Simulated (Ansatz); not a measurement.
Input file for C$_{2}$H$_{7}$ClSi$_{2}$ (`C=C[SiH2][SiH2]Cl`):

```yaml
crystal:
  periodic: [false, false, false]
  atoms:
    - {symbol: C, position_ang: [-0.950390, 1.755099, 1.235733]}
    - {symbol: C, position_ang: [-0.704451, 1.148151, 0.077754]}
    - {symbol: Si, position_ang: [0.890147, 0.269143, -0.295268]}
    - {symbol: Si, position_ang: [0.468393, -2.015188, -0.593542]}
    - {symbol: Cl, position_ang: [-0.977506, -2.200304, -2.062905]}
    - {symbol: H, position_ang: [-1.898941, 2.244033, 1.439615]}
    - {symbol: H, position_ang: [-0.212118, 1.792221, 2.031829]}
    - {symbol: H, position_ang: [-1.484967, 1.141823, -0.681129]}
    - {symbol: H, position_ang: [1.511695, 0.779239, -1.548638]}
    - {symbol: H, position_ang: [1.839441, 0.458045, 0.837170]}
    - {symbol: H, position_ang: [-0.066932, -2.651678, 0.637243]}
    - {symbol: H, position_ang: [1.662731, -2.775788, -1.043763]}
basis:
  gaussian: {orbitals: def2-TZVPP}
correlation: {method: ccsd_t}
output: {orbitals: {seedname: orbitals}}
```

```sh
$ ansatz run in.yaml --threads 4 --pin off --events-out ev --progress --plain
```

Output of Ansatz, abridged:

```
Functional definition: HF
  name "HF"
  cite "Fock, Z. Phys. 61, 126 (1930) doi:10.1007/BF01340294"
  parent pbe
  exchange = exact_x
  correlation = 0
1650 factors; integrals over basis functions are off by at most 9.2e-4 eV
mean field evaluation 1: about -30398.9580 eV, gradient 3.0e1 eV
mean field evaluation 2: about -30399.2701 eV, gradient 3.0e1 eV
mean field evaluation 4: about -30402.4156 eV, gradient 3.6e0 eV
mean field evaluation 8: about -30402.4759 eV, gradient 1.7e-1 eV
mean field -30402.47606800 eV, -1117.2703879605 hartree, gradient 5.2e-6 eV, S^2 0.000000; 0 other end points of the search recorded, 0 dependent functions left out
17 core orbitals not correlated: weight in the atoms' cores, before any rotation towards them, 1.000 or more for the frozen orbitals, at most 0.000 for the correlated occupied ones
reference -30402.47606800 eV, -1117.2703879605 hartree; 15, 15 occupied and 254, 254 virtual orbitals, 1650 factors
second order -20.60702974 eV of doubles, -0.00000000 eV of singles
cycle   1  -21.81117094 eV  change    -1.2e0 eV  update   1.0e-1
cycle   2  -22.43345064 eV  change   -6.2e-1 eV  update   3.2e-2
cycle   3  -22.51972245 eV  change   -8.6e-2 eV  update   1.3e-2
cycle   4  -22.51224221 eV  change    7.5e-3 eV  update   3.9e-3
cycle   5  -22.51231792 eV  change   -7.6e-5 eV  update   1.4e-3
cycle   6  -22.51244510 eV  change   -1.3e-4 eV  update   4.0e-4
cycle   7  -22.51239948 eV  change    4.6e-5 eV  update   1.4e-4
cycle   8  -22.51244089 eV  change   -4.1e-5 eV  update   4.9e-5
cycle   9  -22.51244515 eV  change   -4.3e-6 eV  update   1.8e-5
perturbative correction -0.95940619 eV, -0.0352575273 hartree
Total energy: -30425.94791934 eV, -1118.1329625876 hartree
```

Hardware: 4 threads of a server CPU on a shared host. Wall time 4.1 min, peak host memory 7.9 GiB.

The correlation energy is -23.472 eV, 4.1 % of it from (T); the T1 diagnostic reads 0.0115.
